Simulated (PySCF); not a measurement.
Stepwise substitution at one centre (B NH2-I). Gas-phase values, no solvent. Strings in code marks are SMILES.

Computed with PBE-D3(BJ)/def2-TZVP // r2SCAN-D4/def2-TZVP in PySCF 2.14.0. Excitations are Tamm–Dancoff values on a coarser integration grid. The basis has no diffuse functions, so Rydberg states are missing or too high.

```csv
species,S1 excitation (TDA) (eV),S1–T1 gap (TDA) (eV),S1 oscillator strength
0 of 3 NH2 replaced by I,5.27,0.19,0.000
1 of 3 NH2 replaced by I (`B(N)(I)N`),5.75,0.26,?
2 of 3 NH2 replaced by I,4.71,0.12,?
3 of 3 NH2 replaced by I (`IB(I)I`),3.09,0.15,?
```

Some entries are withheld; supply them.


- 1 of 3 NH2 replaced by I (`B(N)(I)N`), S1 oscillator strength: 0.003
- 2 of 3 NH2 replaced by I, S1 oscillator strength: 0.000
- 3 of 3 NH2 replaced by I (`IB(I)I`), S1 oscillator strength: 0.000
